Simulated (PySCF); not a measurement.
# Correlation energy of O⁺ (oxygen, charge +1)

[He] 2s1 2p4, high-spin 4P determinant (an excited configuration). Calculation: PySCF 2.14, in aug-cc-pVDZ-DK; scalar relativity by spin-free X2C-1e. Frozen: 1s2; 5 electrons correlated.

| level | correlation energy (mhartree) |
| --- | --- |
| CCSD | -89.32 |
| (T) | -1.26 |
| CCSD(T) | -90.58 |
| CCSDT | -90.94 |

Diagnostics: T1 = 0.0063, D1 = 0.0124, largest double amplitude 0.070.

Q: Is a single reference adequate?

A: Mostly. T1 lies below 0.03, but a double amplitude of this size points to a near-degeneracy that CCSD handles and MP2 describes poorly.
